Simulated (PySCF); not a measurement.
C₂H₇NSi₂, SMILES [SiH2]([SiH3])CC#N.

The structure is a stationary point at B3LYP-D3(BJ)/def2-SVP. The structure was generated by enumeration, and PubChem lists no compound with its InChIKey, so it may never have been made. One conformer was computed; it need not be the lowest.

Method: TDA-LC-ωPBE/def2-SVPD (PySCF).

Vertical excitations. 

```json
[
 {"state": "S1", "energy (eV)": "7.49", "λ (nm)": "166", "f": "0.037", "main pairs": "HOMO→LUMO 55 %"},
 {"state": "S2", "energy (eV)": "7.55", "λ (nm)": "164", "f": "0.008", "main pairs": "HOMO−1→LUMO+4 20 %, HOMO−1→LUMO+9 12 %, HOMO→LUMO 7 %, HOMO−1→LUMO+7 6 %"},
 {"state": "S3", "energy (eV)": "7.79", "λ (nm)": "159", "f": "0.024", "main pairs": "HOMO→LUMO+3 57 %, HOMO→LUMO+2 21 %"},
 {"state": "S4", "energy (eV)": "7.99", "λ (nm)": "155", "f": "0.037", "main pairs": "HOMO−1→LUMO+5 14 %, HOMO−2→LUMO+4 12 %, HOMO−2→LUMO+9 9 %, HOMO−1→LUMO+2 7 %"},
 {"state": "S5", "energy (eV)": "8.09", "λ (nm)": "153", "f": "0.000", "main pairs": "HOMO−2→LUMO+5 28 %, HOMO−2→LUMO+1 10 %, HOMO−2→LUMO+2 10 %, HOMO−2→LUMO+11 7 %"},
 {"state": "S6", "energy (eV)": "8.41", "λ (nm)": "147", "f": "0.012", "main pairs": "HOMO→LUMO+1 49 %, HOMO−1→LUMO 13 %, HOMO→LUMO 11 %, HOMO→LUMO+4 9 %"},
 {"state": "S7", "energy (eV)": "8.52", "λ (nm)": "146", "f": "0.070", "main pairs": "HOMO−1→LUMO 60 %, HOMO→LUMO+1 14 %"},
 {"state": "S8", "energy (eV)": "8.59", "λ (nm)": "144", "f": "0.331", "main pairs": "HOMO→LUMO+2 39 %, HOMO→LUMO+4 14 %, HOMO→LUMO+3 12 %, HOMO→LUMO 9 %"},
 {"state": "S9", "energy (eV)": "8.78", "λ (nm)": "141", "f": "0.249", "main pairs": "HOMO→LUMO+4 39 %, HOMO→LUMO+1 14 %, HOMO→LUMO+2 10 %, HOMO→LUMO+7 10 %"},
 {"state": "S10", "energy (eV)": "8.83", "λ (nm)": "140", "f": "0.015", "main pairs": "HOMO−3→LUMO 53 %"},
 {"state": "T1", "energy (eV)": "6.16", "λ (nm)": "201", "f": "0", "main pairs": "HOMO−1→LUMO+5 15 %, HOMO−2→LUMO+4 13 %, HOMO−2→LUMO+9 10 %, HOMO−1→LUMO+1 5 %"},
 {"state": "T2", "energy (eV)": "6.40", "λ (nm)": "194", "f": "0", "main pairs": "HOMO→LUMO 61 %, HOMO→LUMO+6 12 %"},
 {"state": "T3", "energy (eV)": "6.61", "λ (nm)": "188", "f": "0", "main pairs": "HOMO→LUMO+3 63 %, HOMO→LUMO+2 18 %"},
 {"state": "T4", "energy (eV)": "6.74", "λ (nm)": "184", "f": "0", "main pairs": "HOMO−1→LUMO+4 17 %, HOMO−2→LUMO+5 10 %, HOMO−1→LUMO+9 10 %, HOMO−1→LUMO+7 5 %"}
]
```
Triplets are in the Tamm–Dancoff approximation.
